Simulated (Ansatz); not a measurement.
Ansatz (a quantum-chemistry and plane-wave program) input:

Ansatz 0.2 input:
```yaml
crystal:
  periodic: [false, false, false]
  atoms:
    - {symbol: B, position_ang: [-0.36869591, -0.07913788, 0.04959820]}
    - {symbol: Cl, position_ang: [0.16976519, 1.59931796, 0.03846288]}
    - {symbol: Cl, position_ang: [0.78595077, -1.39475376, -0.15830628]}
    - {symbol: N, position_ang: [-1.73375421, -0.36455856, 0.11790528]}
    - {symbol: H, position_ang: [-2.26741242, -0.52999206, 0.96400982]}
basis:
  gaussian:
    orbitals: def2-TZVPD
hamiltonian:
  xc: {name: wB97X-V}
magnetization: {spin_polarized: true, initial_magnetization: 1}
output: {forces: true}
```

**Question.** Which total energy does the run end on?

**Answer.** -1000.54414 Eh (wB97X-V/def2-TZVPD). The basis has 175 functions.

It need not be the lowest isomer of its formula.
